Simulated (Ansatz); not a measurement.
Z-matrix (Å, degrees):
```
Si
C 1 1.882
Te 1 2.862 2 49.3
C 1 1.882 2 96.4 3 -16.1
H 1 1.492 2 115.5 3 -138.3
H 1 1.487 2 110.2 3 98.2
H 2 1.089 1 116.4 3 112.4
H 2 1.088 1 116.5 3 -114.9
H 4 1.088 1 116.5 2 131.0
H 4 1.089 1 116.4 2 -96.3
```

Total charge 0; spin multiplicity 1. Te takes the def2 core potential.

Question: List the CAM-B3LYP/def2-TZVPP orbital energies in eV (Ansatz). (An estimate is asked.)

Answer: Computed: Occupied: -1800.97, -278.99, -278.99, -172.28, -145.53, -121.58, -121.50, -121.23, -100.85, -100.85, -100.85, -45.29, -45.27, -45.02, -44.96, -44.91, -22.59, -20.45, -17.58, -15.88, -13.86, -13.12, -12.44, -10.84, -10.65, -10.34, -8.73, -7.16. Lowest empty: -0.30, 1.23, 1.78, 2.29, 2.36, 2.91, 3.41, 3.49.
